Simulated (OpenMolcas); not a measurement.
**What dynamic correlation does to the levels of Re IV**

| Item | Value |
| --- | --- |
| Program | OpenMolcas |
| Basis | ANO-RCC-VTZP [8s7p5d3f2g1h] |
| Scalar Hamiltonian | DKH2, point nucleus |
| Active space | 10 electrons in 8 orbitals (RAS1 5p, at most 2 holes; RAS2 5d) |
| State averaging | 2S+1 = 5 even, 5 roots; 2S+1 = 3 even, 45 roots; 2S+1 = 1 even, 50 roots |
| Spin-orbit coupling | RASSI with atomic mean-field integrals over the reference wave functions, term energies averaged over their components |

Methods on the same reference wave functions:
A. RASSCF
B. SS-RASPT2, IPEA 0.25 Eh, imaginary shift 0.1 Eh (closed shells correlated: 5s)
C. MS-RASPT2, IPEA 0.25 Eh, imaginary shift 0.1 Eh (closed shells correlated: 5s)

Energies in eV above 5d⁴ ⁵D₀, the measured ground level; measured values from the list in Brasseur, Gamrath and Quinet, At. Data Nucl. Data Tables 157, 101636 (2024).

| Level | A | B | C | Measured |
| --- | --- | --- | --- | --- |
| 5d⁴ ⁵D₀ [68 %] | 0.0000 | 0.0000 | 0.0000 | 0.0000 |
| 5d⁴ ⁵D₁ | 0.3490 | 0.398 | 0.392 | 0.3824 |
| 5d⁴ ⁵D₂ | 0.7064 | 0.774 | 0.765 | 0.7413 |
| 5d⁴ ⁵D₃ | 1.0238 | 1.086 | 1.074 | 1.0353 |
| 5d⁴ ⁵D₄ | 1.2908 | 1.325 | 1.314 | 1.2549 |
| 5d⁴ ³P₀(1) [57 %] | 2.1037 | 1.974 | 1.961 |  |
| 5d⁴ ³H₄ [57 %] | 2.4995 | 2.276 | 2.266 | 2.1011 |
| 5d⁴ ³P₁(1) | 2.8684 | 2.667 | 2.635 | 2.3978 |
| 5d⁴ ³G₃ [56 %] | 2.9282 | 2.686 | 2.683 | 2.4570 |
| 5d⁴ ³F₂(1) [71 %] | 2.9920 | 2.737 | 2.730 | 2.4611 |
| 5d⁴ ³H₅ | 3.0506 | 2.798 | 2.784 | 2.5949 |
| 5d⁴ ³H₆ | 3.3216 | 3.038 | 3.024 | 2.8387 |
| 5d⁴ ³P₂(1) [59 %] | 3.6178 | 3.358 | 3.304 |  |
| 5d⁴ ³F₃(1) [54 %] | 3.8749 | 3.619 | 3.582 |  |
| 5d⁴ ³D₃ [59 %] | 4.1236 | 3.816 | 3.809 | 3.5368 |
| 5d⁴ ³G₅ | 4.2782 | 4.014 | 4.000 | 3.7259 |
| 5d⁴ ³D₁ | 4.5420 | 4.241 | 4.236 | 3.9108 |
| 5d⁴ ¹I₆ | 4.6582 | 4.266 | 4.252 | 4.0166 |
| 5d⁴ ¹S₀(1) | 5.0740 | 4.904 | 4.858 | 4.5235 |
| 5d⁴ ¹G₄(1) [50 %] | 5.1271 | 4.870 | 4.824 |  |
| 5d⁴ ¹F₃ [68 %] | 5.6973 | 5.149 | 5.138 | 4.7682 |
| 5d⁴ ³P₂(2) | 6.1308 | 5.609 | 5.638 |  |
| 5d⁴ ³F₄(2) [66 %] | 6.3803 | 5.908 | 5.936 |  |
| 5d⁴ ³F₂(2) [73 %] | 6.6502 | 6.162 | 6.130 |  |

Deviations, from unrounded energies. A percentage is the sum of absolute deviations over the sum of measured energies, with the sign that they share, or ± where signs differ.

```tsv
Against measurement	Levels	A	B	C
mean absolute deviation (cm-1)	16	3400	1700	1600
fine structure of the ground term (%)	4	±3.4	+5.0	+3.8
other terms of the ground configuration (%)	12	+17.0	+8.3	+7.8
```

C lies closest to measurement on these levels and A furthest from it. The largest miss of C in the table is 5d⁴ ¹F₃ [68 %], by +3000 cm-1. The ranking rests on the paired levels alone, and a cruder setting can come out closer through cancelling errors.

Between B and C the level of the table that moves most is 5d⁴ ³P₂(1) [59 %], by 440 cm-1 (lowest in C, highest in B). Moves below CASPT2's spread within the term are not significant.

The mean deviations of B to C differ by less than CASPT2's widest spread within a term (1300 cm-1), so their order carries little weight.

From A to B the spin-free energies of the other terms of 5d⁴ shown, above ⁵D, scale by factors of 0.84 to 0.94, as is usual when dynamic correlation screens the repulsion within a d or f shell.

The lowest spin-free term lies below A's lowest term by 0.252 hartree in B, 0.252 hartree in C.

Term energies are means over components that CASPT2 splits; among the terms shown or strongly mixed into the levels shown the widest spread is 1300 cm-1 (5d⁴ ¹I, C). Active for correlation alone: 5p; no level in the range computed is led by a configuration that opens it, so any true level of that kind is missing. Without dynamic correlation excited terms often stand tens of per cent too high (terms of higher spin than the ground term too low), and those without a measured partner can miss by more than the paired ones (holds for A). Some levels mix across a computed gap that differs much from the measured one, so their mixing is not that of the real levels (holds for A). The CASPT2 spread within a term exceeds the gap to the next term for 5d⁴ ³P(1) and 5d⁴ ³H, 5d⁴ ¹I and 5d⁴ ³D, 5d⁴ ³P(2) and 5d⁴ ³F(2), so the order of their levels is uncertain, and so are names and mixing where such terms share a J (holds for C). Computed and measured levels are paired by configuration, term and J; levels that our copy of the source lacks, or whose pairing is in doubt (as where it misses far off the trend of its configuration), stay unpaired and out of the deviations. Only configurations of the active space appear. The table leaves out levels that lie high or whose names do not pair safely across all columns.

A share in square brackets marks a mixed level and gives the weight of the term that names it, the lowest over the columns. A number in round brackets counts repeated terms of one configuration in the order of the reference energies.
